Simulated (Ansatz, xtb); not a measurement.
# Relative energy of two isomers of C6H5BS

We compare a, `Bc1ccc(C#C)s1`, a singlet, with b, `Bc1cc(C#C)cs1`, a singlet. Both are isolated molecules in the gas phase, relaxed with PBE0-D3(BJ)/def2-SVP; the shapes shown needn't be the lowest conformers.

a (Å):

| atom | x (Å) | y (Å) | z (Å) |
| --- | --- | --- | --- |
| C | -0.6412 | -0.5518 | 0.4786 |
| C | -1.2239 | 0.5464 | 1.1094 |
| C | -0.5609 | 1.7606 | 0.8766 |
| C | 0.5521 | 1.6039 | 0.0541 |
| C | 1.4454 | 2.6075 | -0.3836 |
| C | 2.2198 | 3.4610 | -0.7652 |
| B | -1.0810 | -2.0082 | 0.5042 |
| S | 0.7530 | -0.0398 | -0.4122 |
| H | -0.4651 | -2.8537 | -0.1006 |
| H | -2.0618 | -2.3102 | 1.1428 |
| H | -2.1188 | 0.4466 | 1.7262 |
| H | -0.8581 | 2.7292 | 1.2786 |
| H | 2.9035 | 4.2185 | -1.1023 |

b (Å):

```xyz
13

C    -0.4530   -0.6640    0.3937
C    -0.7131    0.6842    0.1925
C     0.4203    1.5232    0.3584
C     0.4148    2.9392    0.2074
C     0.4041    4.1451    0.0774
C     1.5510    0.7827    0.6908
B    -1.4105   -1.8434    0.3039
S     1.2250   -0.8766    0.7933
H    -1.0268   -2.9704    0.5098
H    -2.5670   -1.6363    0.0221
H    -1.7035    1.0586   -0.0697
H     0.3957    5.2132   -0.0378
H     2.5489    1.1808    0.8730
```

Energies in hartree; the thermal terms are from GFN2-xTB frequencies at re-optimised GFN2-xTB minima (ideal gas, soft modes damped towards free rotors, one conformer each, 298.15 K, 1 atm) and include the zero-point energy:

|  | a | b |
| --- | --- | --- |
| E, CCSD(T)/def2-SVP | −653.003594 | −653.003193 |
| E, MP2/def2-SVP | −652.911241 | −652.909735 |
| E, MP2/def2-TZVPP | −653.550380 | −653.549260 |
| zero-point energy | 0.084359 | 0.084301 |
| H(298 K) − E | 0.093474 | 0.093408 |
| G(298 K) − E | 0.051854 | 0.051768 |

**Question.** Correct the CCSD(T) difference for the basis set by the MP2 change, then work out ΔE, ΔE₀, ΔH and ΔG for a → b in kJ/mol (1 Eh = 2625.50 kJ/mol) and the equilibrium ratio [b]/[a].

**Answer.** 1. Differences b − a: CCSD(T) +0.000401, MP2 in the small set +0.001506, MP2 in the large set +0.001120 Eh.
2. ΔE = +0.000401 + (+0.001120 − (+0.001506)) = +0.000015 Eh = +0.04 kJ/mol.
3. ΔE₀ = ΔE + ΔZPE = +0.000015 + (−0.000058) Eh = −0.11 kJ/mol.
4. ΔH = ΔE + (−0.000066) Eh = −0.13 kJ/mol.
5. ΔG = ΔE + (−0.000086) Eh = −0.19 kJ/mol, so ΔS = (ΔH − ΔG)/T = +0.2 J/(mol K).
6. kT = 0.9442 mEh, so K = [b]/[a] = exp(−ΔG/kT) = exp(+0.08) ≈ 1.1.

The two are too close for this level to say which is favoured. An error of 4 kJ/mol in ΔG would change K by a factor of 5. Mirror images and further conformers aren't counted.

As drawn, both hold the same kinds of bond in the same numbers.

Other levels gave ΔE = +4.4 (GFN2-xTB); +1.3 (HF/STO-3G, GFN2-xTB geometries); +6.1 (r2SCAN-D4/def2-SVP, GFN2-xTB geometries); +3.8 (PBE0-D3(BJ)/def2-SVP); −2.8 (HF/def2-SVP); +4.0 (MP2/def2-SVP); +1.1 (CCSD(T)/def2-SVP) kJ/mol. The correlated steps freeze 12 core orbitals. Programs: Ansatz 0.2.0, xtb 6.7.1.
